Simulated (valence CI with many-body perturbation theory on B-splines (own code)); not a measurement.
E1 line list for Sb⁴⁶⁺

Method: configuration interaction combined with many-body perturbation theory (CI+MBPT): three valence electrons over a frozen Dirac-Fock core [He], a basis of 11 s, 11 p, 10 d, 8 f, 5 g, 2 h functions for each j, with the one-electron correlation potential Σ1, the two-electron term Σ2, the three-electron term Σ3, Breit, model QED; selected CI, second order for the rest, scaled by the run's own slope (own B-spline code, finite nucleus).

The last digits are not significant, and no measured levels were compared; by estimate large intervals hold to a few tenths of a per cent, small ones and those within an open d or f shell to about a per cent.

Lines 201 to 250 of 485 in falling wavelength, among levels below 6614.1 eV, chosen from the strongest by gf and those to the six lowest levels. Wavelengths and rates use the calculated energies. Electric multipoles are in the length gauge, E1 and E2 with the static RPA response of the core. Weak lines are less certain than strong ones. Lines between different terms over intervals too small for the method are left out, as are lines whose strength nearly cancels. The highest levels of a list are the least certain.

Levels are named by their leading jj configuration (3d3/2^4 stands for four electrons in 3d with j = 3/2), which in mixed levels can hold well under half, so a name can repeat and another be missing. Letters in brackets count levels of one name in rising energy.

| λ vac (Å) | Upper | Lower | A (s⁻¹) | S (a.u.) |
| --- | --- | --- | --- | --- |
| 8.163 | (2s 2p1/2 4f5/2) J=7/2 | (2s 2p1/2 3d3/2) J=5/2 | 5.53e+13 | 1.19e-01 |
| 8.160 | (2s 2p1/2 4f5/2) J=5/2 [b] | (2s 2p1/2 3d3/2) J=5/2 | 1.06e+13 | 1.70e-02 |
| 8.147 | (2p1/2^2 4d3/2) J=3/2 | (2p1/2^2 3p3/2) J=3/2 | 5.71e+12 | 6.10e-03 |
| 8.133 | (2s^2 4f5/2) J=5/2 | (2s 2p1/2 3p1/2) J=3/2 | 9.68e+12 | 1.54e-02 |
| 8.126 | (2s 2p3/2 4d3/2) J=3/2 | (2s 2p3/2 3p3/2) J=5/2 [a] | 3.10e+12 | 3.29e-03 |
| 8.118 | (2s 2p1/2 4d3/2) J=3/2 [a] | (2s 2p1/2 3p3/2) J=3/2 [a] | 5.46e+12 | 5.77e-03 |
| 8.117 | (2s 2p1/2 4d3/2) J=5/2 | (2s 2p1/2 3p3/2) J=5/2 | 6.59e+12 | 1.04e-02 |
| 8.115 | (2s 2p1/2 4d3/2) J=3/2 [b] | (2s 2p1/2 3p3/2) J=3/2 [b] | 4.44e+12 | 4.69e-03 |
| 8.114 | (2s^2 4d3/2) J=3/2 | (2s^2 3p3/2) J=3/2 | 4.46e+12 | 4.70e-03 |
| 8.077 | (2p1/2^2 4d5/2) J=5/2 | (2p1/2^2 3p3/2) J=3/2 | 3.32e+13 | 5.19e-02 |
| 8.069 | (2s 2p3/2 4s) J=5/2 | (2s 2p3/2 3p1/2) J=5/2 | 2.18e+12 | 3.39e-03 |
| 8.062 | (2s 2p1/2 4f5/2) J=5/2 [b] | (2s 2p1/2 3d3/2) J=3/2 [a] | 6.42e+12 | 9.97e-03 |
| 8.061 | (2s^2 4d5/2) J=5/2 | (2s^2 3p3/2) J=3/2 | 2.66e+13 | 4.12e-02 |
| 8.057 | (2s 2p3/2 4d3/2) J=1/2 | (2s 2p3/2 3p3/2) J=3/2 [a] | 5.96e+12 | 3.08e-03 |
| 8.056 | (2s 2p1/2 4d5/2) J=5/2 [a] | (2s 2p1/2 3p3/2) J=3/2 [a] | 3.24e+13 | 5.02e-02 |
| 8.055 | (2s 2p1/2 4d5/2) J=5/2 [b] | (2s 2p1/2 3p3/2) J=3/2 [b] | 2.98e+13 | 4.62e-02 |
| 8.055 | (2s 2p3/2 4s) J=5/2 | (2s 2p3/2 3p1/2) J=3/2 [a] | 1.97e+12 | 3.05e-03 |
| 8.055 | (2s 2p1/2 4d5/2) J=3/2 | (2s 2p1/2 3p3/2) J=3/2 [b] | 6.40e+12 | 6.60e-03 |
| 8.054 | (2s 2p1/2 4d5/2) J=7/2 | (2s 2p1/2 3p3/2) J=5/2 | 3.40e+13 | 7.02e-02 |
| 8.047 | (2s 2p3/2 4d3/2) J=5/2 | (2s 2p3/2 3p3/2) J=7/2 | 1.99e+12 | 3.07e-03 |
| 8.039 | (2s 2p3/2 4d3/2) J=7/2 | (2s 2p3/2 3p3/2) J=7/2 | 9.21e+12 | 1.89e-02 |
| 8.039 | (2s 2p1/2 4d5/2) J=5/2 [b] | (2s 2p1/2 3p3/2) J=5/2 | 3.66e+12 | 5.63e-03 |
| 8.006 | (2s 2p1/2 4d5/2) J=3/2 | (2s 2p1/2 3p3/2) J=1/2 | 2.29e+13 | 2.32e-02 |
| 7.933 | (2s^2 4d5/2) J=5/2 | (2s 2p1/2 3s) J=3/2 | 7.80e+12 | 1.15e-02 |
| 7.768 | (2p1/2^2 4p1/2) J=1/2 | (2p1/2^2 3s) J=1/2 | 1.38e+13 | 6.37e-03 |
| 7.768 | (2s 2p1/2 4p1/2) J=3/2 | (2s 2p1/2 3s) J=1/2 [b] | 5.66e+12 | 5.24e-03 |
| 7.762 | (2s 2p1/2 4d3/2) J=3/2 [b] | (2s 2p1/2 3p1/2) J=1/2 [b] | 1.52e+13 | 1.40e-02 |
| 7.757 | (2s 2p1/2 4d3/2) J=1/2 | (2s 2p1/2 3p1/2) J=1/2 [b] | 2.28e+13 | 1.05e-02 |
| 7.738 | (2s 2p3/2 4p1/2) J=3/2 | (2s 2p3/2 3s) J=3/2 [a] | 3.39e+12 | 3.10e-03 |
| 7.732 | (2s 2p3/2 4p1/2) J=5/2 | (2s 2p3/2 3s) J=3/2 [a] | 7.44e+12 | 1.02e-02 |
| 7.717 | (2s 2p1/2 4d3/2) J=5/2 | (2s^2 3d3/2) J=3/2 | 4.06e+12 | 5.53e-03 |
| 7.711 | (2s 2p3/2 4d3/2) J=5/2 | (2s 2p3/2 3p1/2) J=5/2 | 1.57e+13 | 2.13e-02 |
| 7.706 | (2p1/2^2 4d3/2) J=3/2 | (2p1/2^2 3p1/2) J=1/2 | 2.60e+13 | 2.35e-02 |
| 7.705 | (2s 2p3/2 4d3/2) J=3/2 | (2s 2p3/2 3p1/2) J=5/2 | 6.17e+12 | 5.57e-03 |
| 7.704 | (2s 2p3/2 4d3/2) J=7/2 | (2s 2p3/2 3p1/2) J=5/2 | 2.47e+13 | 4.46e-02 |
| 7.698 | (2s 2p3/2 4d3/2) J=5/2 | (2s 2p3/2 3p1/2) J=3/2 [a] | 1.35e+13 | 1.83e-02 |
| 7.693 | (2s 2p3/2 4d3/2) J=3/2 | (2s 2p3/2 3p1/2) J=3/2 [a] | 2.22e+13 | 1.99e-02 |
| 7.689 | (2s 2p3/2 4d3/2) J=1/2 | (2s 2p3/2 3p1/2) J=3/2 [a] | 2.73e+13 | 1.23e-02 |
| 7.689 | (2s 2p1/2 4p1/2) J=1/2 [a] | (2s 2p1/2 3s) J=1/2 [a] | 1.45e+13 | 6.49e-03 |
| 7.673 | (2s^2 4d3/2) J=3/2 | (2s^2 3p1/2) J=1/2 | 2.77e+13 | 2.47e-02 |
| 7.664 | (2s 2p1/2 4d3/2) J=3/2 [a] | (2s 2p1/2 3p1/2) J=1/2 [a] | 2.72e+13 | 2.42e-02 |
| 7.662 | (2s^2 4p1/2) J=1/2 | (2s^2 3s) J=1/2 | 1.60e+13 | 7.08e-03 |
| 7.658 | (2s 2p1/2 4p1/2) J=3/2 | (2s 2p1/2 3s) J=3/2 | 7.10e+12 | 6.29e-03 |
| 7.658 | (2s 2p3/2 4p1/2) J=3/2 | (2s 2p3/2 3s) J=5/2 | 1.23e+13 | 1.09e-02 |
| 7.652 | (2s 2p3/2 4p1/2) J=5/2 | (2s 2p3/2 3s) J=5/2 | 8.31e+12 | 1.10e-02 |
| 7.647 | (2s 2p1/2 4d3/2) J=5/2 | (2s 2p1/2 3p1/2) J=3/2 | 2.19e+13 | 2.90e-02 |
| 7.631 | (2s 2p1/2 4d3/2) J=3/2 [b] | (2s 2p1/2 3p1/2) J=3/2 | 1.04e+13 | 9.10e-03 |
| 7.625 | (2s 2p1/2 4p1/2) J=1/2 [b] | (2s 2p1/2 3s) J=3/2 | 1.08e+13 | 4.73e-03 |
| 7.600 | (2s 2p1/2 4p3/2) J=5/2 | (2s^2 3p3/2) J=3/2 | 3.32e+12 | 4.31e-03 |
| 7.593 | (2p1/2^2 4p3/2) J=3/2 | (2p1/2^2 3s) J=1/2 | 1.17e+13 | 1.01e-02 |
